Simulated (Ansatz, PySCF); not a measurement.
F3H3HfO2, SMILES [F][Hf]([F])([OH])([F])<-[OH2], multiplicity 1. Atoms are numbered in the order given.

```xyz
9

Hf     0.0915     0.0091    -0.1210
F      1.0556    -1.4346     0.7602
F     -1.2885    -0.5684    -1.3377
F     -0.3467     1.6021     0.9092
O      1.4519     0.6949    -1.2938
H      2.1557     1.0471    -1.8382
O     -1.3678    -0.7489     1.5979
H     -1.6488    -0.0462     2.2035
H     -0.9939    -1.4641     2.1345
```
Charge 0, spin multiplicity 1.

Geometry: B3LYP-D3(BJ)/def2-SVP. The spin state was assumed, not searched. The def2 effective core potentials stand for the cores of Hf; spin–orbit coupling is left out. One conformer was computed; it need not be the lowest.

Two levels are set side by side: PBE-D3(BJ)/def2-SVP (Ansatz, a first-principles code) and B3LYP-D3(BJ)/def2-SVP (Ansatz). Each level has its own optimised geometry; the coordinates shown are those of the second. Frequencies come from the Hessian of PySCF at each geometry. Differences are taken from unrounded values.

```csv
quantity,B3LYP-D3(BJ),PBE-D3(BJ),PBE-D3(BJ) minus B3LYP-D3(BJ)
mean bond length (Å),1.627,1.634,0.006
bond Hf1–F2 (Å),1.947,1.951,0.004
bond Hf1–F3 (Å),1.928,1.931,0.003
bond Hf1–F4 (Å),1.947,1.951,0.004
bond Hf1–O5 (Å),1.923,1.925,0.003
bond Hf1–O7 (Å),2.379,2.391,0.012
bond O5–H6 (Å),0.957,0.964,0.007
bond O7–H8 (Å),0.969,0.978,0.008
bond O7–H9 (Å),0.969,0.978,0.008
highest harmonic wavenumber (cm⁻¹),3992,3897,-95
mean harmonic wavenumber (cm⁻¹),903,880,-23
zero-point energy (kcal/mol),27.11,26.43,-0.68
```

Exact exchange shortens and stiffens bonds; PBE has none. Differences between two approximate levels are no errors against the true value.
